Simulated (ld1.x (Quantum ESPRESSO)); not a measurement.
**Pseudopotential generation for aluminium (Al): ultrasoft, LDA (PZ), non-relativistic.**

ld1.x (Quantum ESPRESSO) 7.5 input, shortened:

```
&input
   title='Al', zed=13., rel=0, dft='PZ', iswitch=3,
   config='[Ne] 3s2 3p0 3d-2'
 /
 &inputp
   pseudotype=3, tm=.true., lloc=-1, rcloc=1.05,
   nlcc=.false.,
   which_augfun='PSQ', rmatch_augfun_nc=.true.
 /
6
2S  1  0   2.00   0.00  0.95  1.10  0.0
3S  2  0   2.00   0.00  0.95  1.10  0.0
2P  2  1   6.00   0.00  0.90  0.95  0.0
3P  3  1   0.00   0.00  0.90  0.95  0.0
3D  3  2  -2.00  -0.05  0.90  1.00  0.0
3D  3  2  -2.00   1.45  0.90  1.00  0.0
 &test
   configts(1)='2s2 2p6 3s2 3p0'
 /
```

All-electron outer shells of the reference configuration (LDA (PZ), non-relativistic, ld1.x):

```tsv
shell	level (eV)	outermost node (bohr)	outermost maximum (bohr)
2s	-115.42	0.17	0.50
2p	-78.13	–	0.43
3s	-14.90	0.80	2.01
3p	-9.17	0.81	2.39
```

**Question.** Does the generator finish with these settings?

**Answer.** Yes, a potential is produced and its reference levels are reproduced.

**Question.** Estimate the cutoffs (Ry, on a coarse ladder) from which the occupation-weighted sum of valence levels, in a spherical-Bessel basis at the reference potential, stays within 10 and 1 mRy of its value at 400 Ry.

**Answer.** 90 Ry and 160 Ry.

**Question.** Does the potential have ghost states?

**Answer.** No extra level below or beside the all-electron valence levels (s, p, d, f tested).

**Question.** Is the overlap operator S = 1 + Σ q|β⟩⟨β| positive definite (Bessel basis up to 400 Ry)?

**Answer.** Yes: its lowest eigenvalue is 0.20 (s channel).

**Question.** Which valence shell sets the plane-wave cutoff?

**Answer.** 2p: its level needs 110 Ry to come within 1 mRy, against 80 Ry for 3s.

**Question.** Tests: 2s2 2p6 3s2 3p1; 2s2 2p6 3s1 3p0; 2s2 2p6 3s0 3p0; 2s2 2p6 3s2 3p1.3; 2s2 2p6 3s1 3p2; 2s1 2p6 3s2 3p1; 2s2 2p6 3s2 3p0.5. Which has the largest error in its energy relative to the reference configuration, and how large is it?

**Answer.** 2s1 2p6 3s2 3p1, with -265 meV (all-electron minus pseudo) on +113.72 eV.
